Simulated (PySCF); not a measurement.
Potential energy curve for OH (cation, charge +1), triplet.

Method: CCSD(T) on UHF/cc-pVTZ, 1 core orbital frozen in PySCF.

Task: Relative to R = 1.04 Å, what are the energies at R = 0.82, 1.14, 1.20, 3.10 Å?

Result: 122.7 kJ/mol at 0.82 Å, 15.5 kJ/mol at 1.14 Å, 32.8 kJ/mol at 1.20 Å, 457.5 kJ/mol at 3.10 Å.

The unrestricted determinant behind UCCSD(T) is spin-contaminated at 1.55 to 4.15 Å (<S²> up to 3.0, against 2.00 for a pure triplet).
